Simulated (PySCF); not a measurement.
## S (sulfur, neutral) across methods

[Ne] 3s2 3p3 4s1, high-spin 5S determinant (an excited configuration). Calculation: PySCF 2.14, in aug-cc-pVQZ-DK; the spin-free X2C one-electron Hamiltonian (Gaussian nucleus).

```
   method  E (hartree)  mean ε 3s β (eV)  mean ε 3p α (eV)  mean ε 4s α (eV)  Σ⟨r²⟩ (bohr²)   ⟨S²⟩
      UHF   -398.37606           -23.390           -17.708            -3.320          48.42  6.000
      LDA    -397.5665           -19.797           -12.155            -1.977          47.39  6.000
BHandHLYP    -398.9676           -22.399           -14.934            -2.533          47.78  6.001
      M06    -398.9429           -20.911           -13.369            -2.110          47.52  6.000
   r2SCAN    -398.9309           -19.636           -12.805            -1.872          48.10  6.000
      PBE    -398.7963           -19.544           -12.175            -1.869          47.68  6.000
     PW91    -398.9556           -19.606           -12.218            -1.905          47.58  6.000
    B97-3    -398.9070           -21.166           -13.661            -2.261          48.03  6.001
```

Task: Estimate the same row for PBE0.

Result: E (hartree) = -398.8271; mean ε 3s β (eV) = -20.909; mean ε 3p α (eV) = -13.743; mean ε 4s α (eV) = -2.315; Σ⟨r²⟩ (bohr²) = 47.82; ⟨S²⟩ = 6.000.

The outer electron is Rydberg-like, and this basis confines it to a smaller radius and binds it less than a complete one would.
